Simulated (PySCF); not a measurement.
Order these species by their calculated properties.

Each SMILES stands for a single optimised conformer of the isolated species, non-relativistic unless stated. Electronic properties by PySCF.

The conformers computed, where there is a choice (atom-mapped SMILES and torsion angles):
- `[CH2:1]=[CH:2][C@@H:3]1[C@@H:4]([CH:5]=[CH2:6])[P:7]1[CH3:8]`: C1–C2–C3–C4 -151°, C3–C4–C5–C6 1°
- `[CH3:1][O:2][C:3]1=[CH:4][C+:5]([C:6]([F:7])([F:8])[F:9])[CH2:10][C@H:11]1[F:12]`: C1–O2–C3–C4 0°, C4–C5–C6–F7 -110°
- `[CH3:1][N:2][SiH2:3][SiH2:4][CH2:5][SiH3:6]`: C1–N2–Si3–Si4 -92°, N2–Si3–Si4–C5 57°, Si3–Si4–C5–Si6 57°

The conformers of `N#C[C@@]12C=C[C@@H](C1)C(Cl)=C2`, `O=CO[C@@H]1[SiH2][SiH2]C[C@H]1Cl`, `F[C@@H]1C[C@@H](Cl)CCCO1`, `C=CP1CC=C(C)C1` and `C=CC1=C(C)CPC1` aren't listed.

(1) Rank by HOMO–LUMO gap, highest first (PBE0/pcSseg-1 at GFN2-xTB geometries).
A. `C1[P@H+](C)C=C[C@H](C=1)C`
B. `C=CP1CC=C(C)C1`
C. `[C@H]1([C@@H](C=C)P1C)C=C`
D. `F[C@@H]1C[C@@H](Cl)CCCO1`
E. `COC1=C[C+](C(F)(F)F)C[C@H]1F`
F. `[SiH2]1[C@@H](OC=O)[C@@H](C[SiH2]1)Cl`
G. `N#C[C@@]12C=C[C@@H](C1)C(Cl)=C2`

(2) Rank by smallest rotational constant, lowest first (GFN2-xTB).
A. `COC1=C[C+](C(F)(F)F)C[C@H]1F`
B. `C#CC=[C]C#CC(F)=C(F)F` [radical]
C. `C[N][SiH2][SiH2]C[SiH3]` [radical]
D. `C=C[C@@H]1[C@@H](C=C)P1C`

(3) Rank by HOMO energy, lowest first (PBE0/pcSseg-1 at GFN2-xTB geometries).
A. `COC1=C[C+](C(F)(F)F)C[C@H]1F`
B. `O=CO[C@@H]1[SiH2][SiH2]C[C@H]1Cl`
C. `C=CC1=C(C)CPC1`
D. `C[C@H]1C=C[P@H+](C)C=C1`

(4) Give the two extremes of that set in hartree.

Answers

(1) D (8.59 eV), F (7.25 eV), A (7.10 eV), B (6.63 eV), C (6.28 eV), G (5.91 eV), E (5.63 eV).

(2) B (0.330 GHz), A (0.449 GHz), C (0.891 GHz), D (1.009 GHz).

(3) A (-14.14 eV), D (-12.40 eV), B (-7.69 eV), C (-6.31 eV).

(4) `COC1=C[C+](C(F)(F)F)C[C@H]1F`: -0.520 Eh; `C=CC1=C(C)CPC1`: -0.232 Eh.
